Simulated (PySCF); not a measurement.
Computed shifts of a molecule C2H9N3Si, PySCF with PBE/pcSseg-1, GIAO, gas phase, atoms alike by connectivity averaged where their shifts nearly agree, in ppm (number of nuclei): ¹³C: 177.9 (1), 34.0 (1). ¹⁵N: 401.5 (1), 40.9 (1), 26.9 (1). ²⁹Si: -24.8 (1). ¹H: 9.02 (1), 5.19 (1), 2.31 (3), 1.21 (1), 0.88 (1), 0.57 (1), 0.53 (1). References: ¹³C against TMS (σ = 182.0 ppm); ¹⁵N against NH3 (σ = 267.0 ppm); ²⁹Si against TMS (σ = 335.4 ppm); ¹H against TMS (σ = 31.49 ppm), references at their B3LYP-D3(BJ)/def2-TZVP geometries, non-relativistic. Coordinates come from a PBE0-D3(BJ)/def2-SVP optimisation. Other conformers were not sampled.

Task: Pick the molecule that these values belong to.
(A) C/C=N/[SiH](N)N
(B) C=C[Si](N)(N)N
(C) C/N=C/[SiH](N)N
(D) NC/C=N/[SiH2]N

Result: A, C/C=N/[SiH](N)N
